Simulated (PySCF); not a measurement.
Two-component Hartree-Fock for Cl⁺ (chlorine, charge +1)

Start: [Ne] 3s2 3p4; 3p1/2 filled at m_j = -1/2, +1/2; 3p3/2 filled at m_j = +1/2, +3/2. Calculated with PySCF 2.14 in x2c-SVPall-2c (4s4p1d, 21 functions): generalised Hartree-Fock with the X2C-1e Hamiltonian and a Gaussian nucleus; one run each with spin-orbit coupling (SO) switched off, then screened by Boettger's factors.

| spinor shell | electrons | ε, spin-free (eV) | ε, screened SO (eV) | weight of nominal j (screened SO) | rms radius, screened SO (bohr) |
| --- | --- | --- | --- | --- | --- |
| 1s1/2 | 2 | -2875.9 | -2875.8 | 1.000 | 0.105 |
| 2s1/2 | 2 | -303.27 | -303.25 | 1.000 | 0.479 |
| 2p1/2 | 2 | -232.63 | -234.12 | 0.937 | 0.449 |
| 2p3/2 | 4 | -232.63 | -231.86 | 0.968 | 0.452 |
| 3s1/2 | 2 | -40.341 | -40.334 | 1.000 | 1.62 |
| 3p3/2 | 2 | -25.683 | -26.557 | 0.830 | 1.87 |
| 3p1/2 | 2 | -25.683 | -24.821 | 0.683 | 1.89 |

```csv
quantity,spin-free,screened SO
E (hartree),-460.27702,-460.27938
M_J,2,2
⟨J²⟩,6.007,6.008
⟨L²⟩,2.005,2.012
⟨S²⟩,2.002,1.998
```

Each row is a mean over spinors that exchange with the open shell spreads, by up to 6.850 eV (3s1/2).

Rows whose weight is well below 1 are mixtures of j = l ± 1/2: exchange outweighs spin-orbit coupling there, and the label is only the starting occupation.

Without spin-orbit coupling the j labels of p, d and f shells carry no meaning; the spin-free column gives the mean over the occupied spinors of each nl shell.
